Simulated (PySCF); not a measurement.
PySCF input for SiBr₂F₂, SMILES F[Si](F)(Br)Br, PBE/pcSseg-1. Geometry: PBE0-D3(BJ)/def2-SVP.

```python
import numpy as np
from pyscf import gto, scf, dft
from pyscf.prop.nmr import rks as nmr

mol = gto.M(
    atom='''
    F     0.00000001   -1.28720520    1.61480054
    Si    0.00000000    0.00000000    0.66328553
    F    -0.00000000    1.28720520    1.61480054
    Br   -1.80888103   -0.00000000   -0.54789153
    Br    1.80888103    0.00000000   -0.54789153
    ''',
    basis='pcSseg-1',
    charge=0,
    spin=0,
    max_memory=1600,
    verbose=3,
)
mf = dft.RKS(mol, xc='pbe')
mf.grids.level = 3
mf.conv_tol = 1e-10
mf.max_cycle = 100
mf.kernel()
n = nmr.NMR(mf)
n.verbose = 2
n.max_cycle_cphf = 60
sigma = n.kernel()
print('atom   isotropic/ppm   span/ppm')
for i, s in enumerate(sigma):
    w = np.linalg.eigvalsh((s + s.T) / 2)
    print(f'{mol.atom_symbol(i):2s}{i + 1:3d} {w.mean():14.3f} {w[2] - w[0]:11.3f}')
```

It prints:

```
converged SCF energy = -5636.05365318727
atom   isotropic/ppm   span/ppm
F   1        238.600     148.233
Si  2        347.900      53.263
F   3        238.600     148.233
Br  4       2326.883     880.206
Br  5       2326.883     880.206
```

The calculation finished and met its thresholds.

Cost: very roughly 26 core-seconds.
